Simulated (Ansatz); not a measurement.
Geometry optimisation, RKS PBE-D4/STO-3G (Ansatz).

The input (input.yaml):

```yaml
crystal:
  periodic: [false, false, false]
  atoms:
    - { symbol: Si, position_ang: [0.0, 0.0, 0.0] }
    - { symbol: O, position_ang: [0.0, 0.0, 1.68] }
    - { symbol: Si, position_ang: [-1.3147, -0.4067, 2.6436] }
    - { symbol: H, position_ang: [-2.239, -1.2403, 1.8804] }
    - { symbol: H, position_ang: [-0.8506, -1.1432, 3.8157] }
    - { symbol: H, position_ang: [-1.9987, 0.8095, 3.0733] }
    - { symbol: C, position_ang: [1.7634, 0.0, -0.6227] }
    - { symbol: H, position_ang: [2.1111, -1.0463, -0.7509] }
    - { symbol: H, position_ang: [1.8119, 0.5276, -1.5981] }
    - { symbol: H, position_ang: [2.4154, 0.5187, 0.1108] }
    - { symbol: H, position_ang: [-0.6877, 1.1914, -0.4862] }
    - { symbol: H, position_ang: [-0.6877, -1.1914, -0.4862] }
basis:
  gaussian: { orbitals: STO-3G }
hamiltonian:
  xc: pbe
  dispersion: d4
relax:
  f_tol: 0.02
  max_steps: 40
```

Launched with:

```bash
$ ansatz run input.yaml --threads 1 --pin off --max-ram 2048MiB --backend cpu --events-out ev --progress --plain --runs-dir out
```

Question: Where does it end, and by what steps?

Answer: It converged. Limits of this set-up: minimal basis. After 8 steps the energy has fallen by 0.179 eV; O2 moved furthest, 0.49 Å.

```csv
step,energy less start (eV),largest force component (eV/Å),accepted
0,0.0000,1.091,yes
1,-0.0848,0.702,yes
2,-0.1129,0.289,yes
3,-0.1341,0.351,yes
4,-0.1699,0.075,yes
5,-0.1769,0.166,yes
6,-0.1781,0.054,yes
7,-0.1785,0.033,yes
8,-0.1788,0.009,yes
```

```xyz
12
Properties=species:S:1:pos:R:3
Si 0.016 0.004 0.091
O 0.188 -0.451 1.742
Si -1.310 -0.490 2.586
H -2.258 -1.444 2.008
H -0.992 -0.897 3.947
H -1.970 0.817 2.617
C 1.745 0.020 -0.641
H 2.219 -0.973 -0.576
H 1.715 0.310 -1.705
H 2.396 0.738 -0.115
H -0.597 1.328 -0.047
H -0.829 -0.941 -0.646
```

Whether the end is a true minimum wasn't checked by a vibrational analysis.

Run time: 23 s on 1 thread of Arm Neoverse V1, on a shared host, peak memory 0.12 GiB.
